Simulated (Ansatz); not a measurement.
Geometry optimisation, Ansatz 0.2.0, RKS LDA/def2-SVP.

input.yaml

```yaml
crystal:
  periodic: [false, false, false]
  atoms:
    - { symbol: O, position_ang: [-0.66382, -1.73185, 0.88141] }
    - { symbol: Si, position_ang: [-0.23745, -0.46103, 0.21278] }
    - { symbol: O, position_ang: [1.18406, 0.25442, 0.27929] }
    - { symbol: I, position_ang: [-1.70627, 0.87124, -1.20992] }
    - { symbol: H, position_ang: [1.9447, -0.05506, 0.76894] }
basis:
  gaussian: { orbitals: def2-SVP }
hamiltonian:
  xc: lda
relax:
  f_tol: 0.015
  max_steps: 40
```

Run as:

```bash
$ ansatz run input.yaml --threads 1 --pin off --max-ram 2048MiB --backend cpu --events-out ev --progress --plain --runs-dir out
```

Q: Where does it end, and by what steps?

A: The forces met the threshold. After 7 steps the energy has fallen by 0.128 eV; H5 moved furthest, 0.10 Å.

```
step  energy less start (eV)  largest force component (eV/Å)  accepted
   0                  0.0000                           1.859       yes
   1                 -0.0707                           0.767       yes
   2                 -0.0976                           0.492       yes
   3                 -0.0971                           0.496        no
   4                 -0.1115                           0.373       yes
   5                 -0.1243                           0.295       yes
   6                 -0.1273                           0.034       yes
   7                 -0.1279                           0.010       yes
```

```xyz
5
Properties=species:S:1:pos:R:3
O -0.618 -1.762 0.918
Si -0.253 -0.454 0.203
O 1.184 0.329 0.232
I -1.656 0.883 -1.196
H 1.864 -0.119 0.776
```

Whether the end is a true minimum wasn't checked by a vibrational analysis.

The run took 25 s on 1 thread of Intel(R) Xeon(R) Processor @ 2.50GHz (Skylake/Cascade Lake), with other jobs on the host, peak memory 0.15 GiB.
